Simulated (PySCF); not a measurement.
Which determinant of KLi⁺ lies lowest?

Unrestricted PBE0; basis K 3-21G, Li 3-21G; no relativity; PySCF 2.14. Outer shells of the fragments: K+ closed shells only; Li 2s1.

Followed along the bond (rough minima from three points):

```json
{"2Ms+1": "2", "unpaired": "σ ↑", "⟨S²⟩ at the start": "0.75", "R at minimum (Å)": "3.96", "Te (eV)": "0.00"}
```

Solutions found at the starting distance of 3.330 Å, counted from the lowest of them; the search is not exhaustive and high or unbound solutions are not listed, so other states can lie among these:

```csv
2Ms+1,unpaired,term,E (eV),⟨S²⟩,⟨Lz²⟩,μ (D)
2,σ ↑,²Σ⁺,0.00,0.75,0.00,2.88
2,π ↑,²Π,2.37,0.75,1.00,0.11
```

A term symbol is given only where ⟨S²⟩ and ⟨Lz²⟩ are close to those of a pure state; real π, δ and φ orbitals otherwise mix terms. A positive dipole points towards Li; it is taken about the centre of mass and depends on that origin.

Counting both spins, an empty level lies below a filled one in some of these solutions, because spin and occupation are held. 3-21G is very small, so such numbers show the basis as much as the molecule.
